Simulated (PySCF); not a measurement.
# Broadened absorption spectrum of C3H11PSi2

Species: C₃H₁₁PSi₂.
Geometry (GFN2-xTB, Å), atoms numbered from 1 in this order:
```xyz
17
C3H11PSi2 angstrom
C     -0.348    2.474    0.279
C     -0.254    0.969    0.273
C      0.635    0.286   -0.721
Si     1.898   -1.018   -0.205
P     -1.183    0.012   -1.020
Si    -1.663   -1.885    0.071
H      0.530    2.899    0.765
H     -0.402    2.857   -0.739
H     -1.234    2.803    0.819
H     -0.270    0.534    1.270
H      1.018    0.968   -1.481
H      2.066   -2.003   -1.273
H      3.157   -0.304    0.031
H      1.463   -1.670    1.032
H     -1.490   -1.777    1.524
H     -3.076   -2.127   -0.223
H     -0.854   -3.006   -0.412
```

Level of theory: TDDFT PBE0/def2-SVPD, vertical, gas phase, core orbitals frozen in the response (PySCF 2.14.0, density-fitted response routines).

Computed states:

| state | E (eV) | f |
| --- | --- | --- |
| S1 | 5.25 | 0.013 |
| S2 | 5.98 | 0.046 |
| S3 | 6.22 | 0.079 |
| S4 | 6.33 | 0.064 |
| S5 | 6.50 | 0.020 |
| S6 | 6.64 | 0.061 |
| S7 | 6.73 | 0.027 |
| S8 | 6.89 | 0.103 |

Broadening: Gaussians 0.4 eV wide at half height, area fixed by f = 4.319×10⁻⁹ ∫ε dν̃. The width is an assumption, not a result. The curve ends short of the highest state used, and states not computed would add to its high-energy end.

Question: Give the broadened spectrum and its maxima.

Answer: 
(E (eV), ε (L mol⁻¹ cm⁻¹)): (4.64, 2), (4.68, 4), (4.72, 8), (4.76, 15), (4.80, 29), (4.84, 53), (4.88, 90), (4.91, 130), (4.95, 201), (4.99, 294), (5.03, 407), (5.07, 534), (5.11, 662), (5.14, 750), (5.18, 843), (5.22, 898), (5.26, 904), (5.30, 862), (5.34, 779), (5.37, 697), (5.41, 578), (5.45, 464), (5.49, 373), (5.53, 322), (5.57, 327), (5.60, 377), (5.64, 516), (5.68, 752), (5.72, 1096), (5.76, 1553), (5.80, 2122), (5.83, 2615), (5.87, 3351), (5.91, 4161), (5.95, 5028), (5.99, 5941), (6.03, 6882), (6.06, 7593), (6.10, 8517), (6.14, 9364), (6.18, 10070), (6.22, 10570), (6.26, 10823), (6.29, 10846)

Maxima: 236 nm (5.25 eV), ε about 910, made up of S1 (100%); 197 nm (6.28 eV), ε about 11000, made up of S3 (46%) and S4 (38%) (ε in L mol⁻¹ cm⁻¹; maxima over ε = 5, shares over 10%).

Question: What would ε be at 6.28 eV, the highest of these maxima, with half the width (0.2 eV)?

Answer: About 15600 L mol⁻¹ cm⁻¹ against 10900, a factor of about 1.4; a lone state at its own centre would give exactly 2.

Question: Coming from long wavelengths, where does ε first pass 100 L mol⁻¹ cm⁻¹?

Answer: At about 254 nm (4.89 eV), 0.36 eV below S1.

Question: On this curve, what absorbance would a 10⁻⁴ mol/L sample give at 248 nm over a 1 cm path?

Answer: 248 nm is 4.999 eV, where ε is about 320 L mol⁻¹ cm⁻¹, so A = ε c l ≈ 0.032 (Beer–Lambert, with the gas-phase spectrum and the assumed width).
